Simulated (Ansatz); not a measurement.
C$_{3}$H$_{5}$OSi (`[C]#C[SiH2]OC`) radical, relaxed with UKS PBE0-D4/def2-TZVP in Ansatz from a PBE-D4/def2-SVP geometry. The force threshold is 0.005 eV/Å; the program also tests the step.

Total charge 0; spin multiplicity 2.

Start:

```xyz
10

C     2.988    0.585   -0.707
C     2.016   -0.015   -0.212
Si    0.560   -1.066    0.208
O    -0.666   -0.098    0.817
C    -1.339    0.889    0.055
H     0.117   -1.786   -1.037
H     0.920   -2.009    1.310
H    -2.153    1.315    0.676
H    -1.789    0.468   -0.874
H    -0.654    1.717   -0.237
```

Problem. By how much does the energy fall, and how many steps does the optimiser take? (Best estimate.)

Solution. Ansatz gave: 10.40 kJ/mol, in 8 steps, 1 of them rejected.

Problem. Which bonds change most? (An estimate is asked.)

Solution. The calculation gave: Si3–O4 from 1.677 to 1.632 Å; C1–C2 from 1.245 to 1.213 Å; Si3–H6 from 1.504 to 1.485 Å; C5–H10 from 1.114 to 1.095 Å.

Problem. Give the relaxed structure. (An estimate is asked.)

Solution. Ansatz gave: 
```xyz
10

C     2.891    0.655   -0.647
C     1.961   -0.039   -0.292
Si    0.528   -1.068    0.213
O    -0.675   -0.132    0.796
C    -1.303    0.887    0.047
H     0.098   -1.817   -0.995
H     0.936   -1.972    1.306
H    -2.105    1.308    0.655
H    -1.735    0.494   -0.880
H    -0.596    1.684   -0.204
```
